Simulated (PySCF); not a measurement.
# Vertical excitation energies

C₄H₈F₂O₂.
Geometry (GFN2-xTB, Å), atoms numbered from 1 in this order:
```xyz
16
C4H8F2O2 angstrom
C     -1.802   -0.804    0.606
O     -0.396   -0.590    0.652
C      0.138    0.270   -0.267
F     -0.110   -0.256   -1.548
C     -0.405    1.712   -0.259
F     -1.711    1.776   -0.645
O      1.483    0.383   -0.092
C      2.204   -0.850   -0.029
H     -2.135   -0.992   -0.415
H     -2.345    0.049    1.018
H     -1.976   -1.684    1.221
H      0.185    2.303   -0.963
H     -0.326    2.116    0.754
H      1.912   -1.421    0.853
H      3.249   -0.562    0.032
H      2.027   -1.441   -0.930
```

Level of theory: TDDFT CAM-B3LYP/def2-SVPD, vertical, gas phase, core orbitals frozen in the response (PySCF).

**Question.** Predict the UV-vis stick spectrum at this level.

**Answer.** 

```json
{"state": "S1", "λ (nm)": "152.5", "E (eV)": "8.13", "f": "0.0021", "|μ| (D)": "0.26", "main configurations (H = HOMO, L = LUMO)": "H→L (86%)"}
{"state": "S2", "λ (nm)": "145.5", "E (eV)": "8.52", "f": "0.0087", "|μ| (D)": "0.52", "main configurations (H = HOMO, L = LUMO)": "H-1→L (60%), H→L+1 (20%), H-1→L+1 (12%)"}
{"state": "S3", "λ (nm)": "139.0", "E (eV)": "8.92", "f": "0.0072", "|μ| (D)": "0.46", "main configurations (H = HOMO, L = LUMO)": "H→L+1 (31%), H→L+3 (15%), H→L+2 (13%)"}
{"state": "S4", "λ (nm)": "137.5", "E (eV)": "9.02", "f": "0.021", "|μ| (D)": "0.78", "main configurations (H = HOMO, L = LUMO)": "H-1→L+3 (20%), H→L+2 (16%), H-1→L+2 (15%)"}
{"state": "S5", "λ (nm)": "136.5", "E (eV)": "9.09", "f": "0.017", "|μ| (D)": "0.70", "main configurations (H = HOMO, L = LUMO)": "H-2→L (28%), H→L+3 (26%), H→L+2 (22%)"}
{"state": "S6", "λ (nm)": "133.3", "E (eV)": "9.30", "f": "0.0019", "|μ| (D)": "0.23", "main configurations (H = HOMO, L = LUMO)": "H→L+2 (25%), H-1→L+1 (15%), H→L+1 (11%)"}
{"state": "S7", "λ (nm)": "132.5", "E (eV)": "9.35", "f": "0.0032", "|μ| (D)": "0.30", "main configurations (H = HOMO, L = LUMO)": "H-2→L (47%), H→L+3 (15%)"}
{"state": "S8", "λ (nm)": "131.6", "E (eV)": "9.42", "f": "0.0065", "|μ| (D)": "0.43", "main configurations (H = HOMO, L = LUMO)": "H-1→L+2 (24%), H→L+3 (19%), H-1→L+1 (14%)"}
```

Triplets (Tamm–Dancoff): T1 7.97 eV, H→L (80%); T2 8.38 eV, H-1→L (52%), H→L+1 (25%), H-1→L+1 (10%); T3 8.56 eV, H-1→L+3 (14%), H→L+2 (14%), H-1→L (12%).

The lowest singlet comes at 153 nm (784 kJ/mol) in the vacuum ultraviolet; it is very weak; its leading configuration is HOMO→LUMO (86%). The most intense listed level is S4 at 9.02 eV (138 nm, f = 0.021), 0.89 eV above S1. Löwdin shares by element: HOMO oxygen 57%, carbon 10% or more, hydrogen 6% or more (atoms not listed hold the other 27%); LUMO carbon 39% or more, oxygen 8% or more (atoms not listed hold the other 53%). The listed states span 1.29 eV. Of the 8 states listed, 2 reach f = 0.01 and none stays under 0.0005. Weighted by f, the mean energy of these states is 8.99 eV. The window holds the lowest 8 singlets.

One conformer stands for the species.
